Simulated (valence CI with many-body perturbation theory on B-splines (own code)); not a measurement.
The numbers below are computed, except where a source is named.
# Ladder of approximations for Bi²⁺

Method: valence CI with perturbative core correlation (CI+MBPT): three valence electrons over a frozen Dirac-Fock core [Xe] 4f14 5d10, a basis of 11 s, 11 p, 9 d, 7 f, 5 g, 2 h, 1 i functions for each j, with the one-electron correlation potential Σ1 (screened to all orders), the two-electron term Σ2, the three-electron term Σ3, Breit, model QED; selected single and double excitations, second order for the rest, scaled by the run's own slope (own B-spline code, finite nucleus).

Set against measurement, 20 paired levels are off by 486 cm⁻¹ on average, the worst by 1325. These come from a selection out of Moore, Atomic Energy Levels, vol. III, NSRDS-NBS 35 (1971 reprint of NBS Circular 467, 1958), an old analysis. Levels without a partner in it may be off by more. The list stops below the first excitations out of the core.

Each rung adds one term. CI alone is the Dirac-Coulomb CI over the frozen core; QED comes last and gives the full result, which names the levels. Energies are above 6s2.6p 2P°_1/2 on the same rung, in cm⁻¹.

Names give the largest LS component (configuration and term), which can be under half, so a name can repeat, a term be missing and a line seem to break the LS rules; names also repeat where a configuration has a term twice.

```tsv
Level	CI alone	Σ1	Σ2	Σ3	Breit	QED	Full
6s2.6p 2P°_3/2	18996	+2107	+201	+21	-233	+17	21110
6s.6p2 4P_1/2	63136	+3283	+3721	-113	+77	-386	69718
6s.6p2 4P_3/2	74221	+4721	+4270	-17	-104	-374	82717
6s.6p2 4P_5/2	80858	+5280	+3516	-24	-150	-346	89134
6s2.7s 2S_1/2	90134	+7940	-2164	-44	-287	+113	95693
6s.6p2 2D_3/2	88668	+6474	+1689	+16	-237	-201	96409
6s2.6d 2D_5/2	94601	+7528	+1245	+20	-355	-105	102935
6s.6p2 2P_1/2	106407	+5554	-2527	-156	-89	-358	108830
6s2.6d 2D_3/2	104910	+7095	-2239	-132	-227	-152	109255
6s.6p2 2D_5/2	110865	+7460	-686	-103	-313	-256	116967
6s2.7p 2P°_1/2	111450	+8253	-2120	-42	-257	+38	117323
6s2.7p 2P°_3/2	116287	+8458	-2029	-42	-309	+42	122408
6s.6p2 2S_1/2	125255	+7646	-464	-247	-340	-342	131507
6s.6p2 2P_3/2	128696	+7752	-3311	-172	-342	-333	132291
5f.6s2 2F°_7/2	131405	+8794	-1937	-26	-365	+26	137897
5f.6s2 2F°_5/2	131522	+8765	-1925	-30	-364	+26	137995
6s2.8s 2S_1/2	138879	+9266	-3160	-44	-319	+70	144692
6s2.7d 2D_3/2	142880	+9326	-2433	-43	-336	+32	149428
6s2.7d 2D_5/2	143539	+9374	-2442	-42	-344	+35	150119
```

The middle columns are the shifts that each term adds.

**Question.** How does the ionisation energy move along the ladder, and which term matters most?

**Answer.** CI alone 24.673, + Σ1 25.918, + Σ2 25.606, + Σ3 25.600, + Breit 25.558, + QED 25.564 eV. The largest step is Σ1, 1.245 eV. NIST lists 25.5708 eV (measured).
